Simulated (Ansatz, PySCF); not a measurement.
Al(H)(Me)(NCO) (C2H4AlNO), SMILES [CH3][AlH][N]=C=O.

Coordinates come from a B3LYP-D3(BJ)/def2-SVP optimisation. A frequency run showed that this geometry is not a minimum. The structure was generated by enumeration; whether it is a known compound was not checked. The values are those of a single conformer.

Vertical ionisation energy (IE) and electron affinity (EA) in eV. Rows of orbital energies are one-electron estimates. Where ΔSCF, EOM or ADC give a negative EA the extra electron is unbound and the value depends on the basis.

| level | IE | EA |
|---|---|---|
| −ε(HOMO), −ε(LUMO), M06-2X/def2-TZVP (PySCF) | [?] | [?] |
| −ε(HOMO), −ε(LUMO), PBE/def2-TZVP (PySCF) | 6.76 | 2.08 |
| ΔSCF, PBE0/def2-SVPD (Ansatz), final states of multiplicity 2 and 2 | 10.08 | -0.14 |
| ΔSCF, PBE/def2-SVPD (Ansatz), final states of multiplicity 2 and 2 | 9.65 | -0.08 |

**Question.** Complete the blanks. (The exact figures need the calculation; the answer reports its results.)

**Answer.** 
- −ε(HOMO), −ε(LUMO), M06-2X/def2-TZVP (PySCF), IE: 9.32
- −ε(HOMO), −ε(LUMO), M06-2X/def2-TZVP (PySCF), EA: 0.81

**Question.** What vertical singlet–triplet gap does ΔSCF give with PBE0/def2-SVPD (Ansatz, an electronic-structure program) and with PBE/def2-SVPD (Ansatz)? (The exact figures need the calculation; the answer reports its results.)

**Answer.** 5.00 and 4.52 eV (triplet above singlet where positive).
